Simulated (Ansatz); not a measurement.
One change: `CC(C)(C)O[Si]Cl` becomes `COC(C)(C)C`.

Ansatz, PBE0-D4/def2-TZVP geometries, multiplicity 1. Each molecule was computed in one conformer, which needn't be the lowest.

```tsv
property	`CC(C)(C)O[Si]Cl`
HOMO–LUMO gap (PBE0/def2-TZVPP) / eV	5.47
HOMO–LUMO gap (ωB97M-V/def2-TZVPP) / eV	9.55
LUMO energy (ωB97M-V/def2-TZVPP) / eV	0.26
HOMO energy (PBE0/def2-TZVPP) / eV	-7.20
vertical ionisation energy (CCSD(T)/CBS(def2)) / eV	9.49
HOMO energy (ωB97M-V/def2-TZVPP) / eV	-9.29
```

**Question.** What does the change do to each property? (Best estimate.)

**Answer.** Ansatz gave: 
```tsv
property	`COC(C)(C)C`	shift
HOMO–LUMO gap (PBE0/def2-TZVPP) / eV	8.36	2.89
HOMO–LUMO gap (ωB97M-V/def2-TZVPP) / eV	12.18	2.63
LUMO energy (ωB97M-V/def2-TZVPP) / eV	2.52	2.26
HOMO energy (PBE0/def2-TZVPP) / eV	-7.24	-0.04
vertical ionisation energy (CCSD(T)/CBS(def2)) / eV	9.75	0.26
HOMO energy (ωB97M-V/def2-TZVPP) / eV	-9.66	-0.37
```
